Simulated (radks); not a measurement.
Problem. Species: Ni. Configuration: [Ar] 3d8 4s2. Calculated with a radial shooting solver on a logarithmic mesh with Libxc functionals: Dirac Kohn-Sham, PBE, spin-unpolarised, spherical densities, point nucleus; open shells are shared between the two j in proportion to 2j + 1. Some entries of the table are withheld. Estimate them.

| orbital | occ. | eigenvalue (eV) | <1/r> (bohr^-1) | <r^2> (bohr^2) |
|---|---|---|---|---|
| 1s1/2 | 2 | -8210.215 | 28.09 | 0.003935 |
| 2s1/2 | 2 | -981.5116 | 6.098 | 0.07074 |
| 2p1/2 | 2 | -856.1050 | (1) | 0.05584 |
| 2p3/2 | 4 | -838.6220 | (2) | 0.05741 |
| 3s1/2 | 2 | -111.0304 | 1.924 | 0.6327 |
| 3p1/2 | 2 | -72.8528 | 1.792 | (3) |
| 3p3/2 | 4 | -70.6447 | 1.763 | (4) |
| 3d3/2 | 3.2 | -9.0178 | 1.366 | (5) |
| 3d5/2 | 4.8 | -8.7786 | 1.357 | (6) |
| 4s1/2 | 2 | -5.6426 | 0.4649 | 9.235 |

Solution. 
(1) 2p1/2 <1/r> (bohr^-1): 6.049
(2) 2p3/2 <1/r> (bohr^-1): 5.924
(3) 3p1/2 <r^2> (bohr^2): 0.7036
(4) 3p3/2 <r^2> (bohr^2): 0.7222
(5) 3d3/2 <r^2> (bohr^2): 1.375
(6) 3d5/2 <r^2> (bohr^2): 1.398
